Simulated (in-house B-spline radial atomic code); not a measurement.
Configurations of Ho2+, with energies counted from [Xe] 4f11. Level of theory: scalar-relativistic (X2C) BHandHLYP, spin-polarised, spherical fractional occupations, exact exchange averaged over the configuration, Fermi nucleus of rms radius 5.2022 fm; calculated with a radial B-spline atomic code at the basis-set limit. Shells without spins written out take the highest spin.

Occupations are held fixed; configurations that lie above the ionisation limit could autoionise.

```
             configuration  E - E(ref) (eV)  highest orbital  its <r> (bohr)
             [Xe] 4f10 6p1           6.7443            6p up           3.914
[Kr] 4d10 4f11 5s2 5p5 6p1            30.45            6p up           3.941
     [Kr] 4d9 4f12 5s2 5p6           160.41          4f down          0.8366
 [Kr] 4d9 4f11 5s2 5p6 6s1           162.78            6s up           3.226
 [Kr] 4d9 4f11 5s2 5p6 6d1           173.37            6d up           5.646
 [Kr] 4d9 4f11 5s2 5p6 6f1           177.68            6f up           9.845
```

**Question.** Order these further configurations by energy, lowest first.
A. [Kr] 4d9 4f11 5s2 5p6 5f1
B. [Kr] 4d10 4f11 5s2 5p5 5d1
C. [Kr] 4d10 4f11 5s2 5p5 6f1
D. [Kr] 4d10 4f11 5s2 5p5 6d1
E. [Kr] 4d9 4f11 5s2 5p6 5d1

**Answer.** B (25.51 eV), D (36.136 eV), C (40.405 eV), E (162.68 eV), A (174.98 eV).

**Question.** How far above the reference does [Xe] 4f10 5d1 lie?

**Answer.** 1.7962 eV; its least bound orbital is 5d up with <r> = 2.289 bohr.
